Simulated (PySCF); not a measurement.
# La⁴⁶⁺: ionisation energy

La⁴⁶⁺ [Ne] 3s1 (2S) → La⁴⁷⁺ [Ne] (1S), as a difference of total energies. All numbers are calculated (PySCF 2.14, the spin-free X2C one-electron Hamiltonian (Gaussian nucleus), in an even-tempered Gaussian basis (18 s from 9.6 bohr⁻², ratio 2.5; 12 p from 12 bohr⁻², ratio 2.5; 4 d from 46 bohr⁻², ratio 2.7; 4 f from 69 bohr⁻², ratio 2.7)). Correlated levels: outer shells: 1s2 frozen; virtual orbitals above 40 to 60 times the deepest correlated orbital energy dropped. The calculations carry no spin-orbit coupling.

```
                method  ionisation energy (eV)
                   UHF                  3800.4
    MP2 (outer shells)                  3801.1
SCS-MP2 (outer shells)                  3801.0
   CCSD (outer shells)                  3801.1
CCSD(T) (outer shells)                  3801.1
```

Breit and QED terms and the two-electron picture change are absent.

For comparison: 3800 ± 4 eV (theoretical estimate listed by NIST; NIST Atomic Spectra Database, ionization energies).
